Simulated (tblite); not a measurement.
Task: What does the GFN2-xTB structure of InChI=1S/C7H13NSi/c1-5-6-7(2,3)9-8-4/h1H,4,6,9H2,2-3H3 look like in three dimensions?

Result: 
```xyz
22
C7H13NSi angstrom
C      3.239    1.305    0.704
C      2.136    1.232    0.243
C      0.807    1.120   -0.319
C      0.286   -0.329   -0.327
C      1.232   -1.197   -1.154
C      0.239   -0.856    1.107
Si    -1.463   -0.367   -1.111
N     -2.348    0.814   -0.228
C     -3.354    0.797    0.510
H      4.205    1.382    1.105
H      0.832    1.505   -1.343
H      0.125    1.748    0.259
H      0.884   -2.228   -1.186
H      2.233   -1.187   -0.723
H      1.298   -0.829   -2.176
H     -0.116   -1.885    1.129
H      1.231   -0.827    1.558
H     -0.430   -0.252    1.719
H     -1.453    0.197   -2.460
H     -1.953   -1.752   -1.119
H     -3.692    1.722    0.972
H     -3.948   -0.093    0.738
```

Orientation and origin are arbitrary. Atoms count from 1 in this order. The 5 C–C bonds span 1.197 Å (C1≡C2, drawn triple) to 1.540 Å (C3–C4, drawn single), a spread of 0.343 Å. Of the pairs four or more bonds apart, C2···H17 is among the closest relative to their van der Waals radii: 2.61 Å, 90 % of the sum of Bondi's values. Si7 (SiH2 silicon) is distorted tetrahedral (angles from 102.3° to 118.5°).

Bonds between heavy atoms (Å): C1≡C2 1.197, C2–C3 1.448, C3–C4 1.540, C4–C5 1.527, C4–C6 1.529, C4–Si7 1.917, Si7–N8 1.720, N8=C9 1.247.

Structure optimised with GFN2-xTB, isolated species.

Point group: C1 (no symmetry element, even within 0.4 Å). Its GFN2-xTB frequencies are all real (lowest 42 cm⁻¹). The numbers are those of one conformer (C2–C3–C4–C5 -60°, C3–C4–Si7–N8 -53°, C4–Si7–N8–C9 -118°).

Time: 3.6 s. Hardware: an Intel Xeon at 2.50 GHz with one thread, no GPU, shared host with 64 logical CPUs at a one-minute load of 63. These figures are those of the optimisation.

All values are computed, not measured.
